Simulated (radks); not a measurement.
Initial-state core-level shifts of neutral scandium when its valence configuration changes from [Ar] 3d1 4s2. Method: non-relativistic Kohn-Sham, PBE, spin-unpolarised, spherical densities, point nucleus; computed with a radial shooting solver on a logarithmic mesh with Libxc functionals. Shifts are changes of the shell-averaged eigenvalues in eV (positive: less bound); the change of the density at the nucleus, which sets a Mossbauer isomer shift, is in e/bohr^3, on a base of 6191.

valence,2s,2p,3s,3p,density at nucleus
4s2 4p1,-7.291,-7.205,-6.167,-5.896,+2.6050
3d3,+4.699,+4.613,+4.136,+3.901,-5.3824
3d1 4s1.5 4p0.5,-0.640,-0.641,-0.648,-0.645,-1.0424
3d2 4s1,+3.419,+3.365,+2.994,+2.840,-3.1999
3d1 4s1 4p1,-1.254,-1.256,-1.268,-1.262,-2.1626
3d1 4p2,-2.424,-2.426,-2.447,-2.431,-4.5996
3d1.5 4s1.5,+2.045,+2.014,+1.772,+1.682,-1.7964
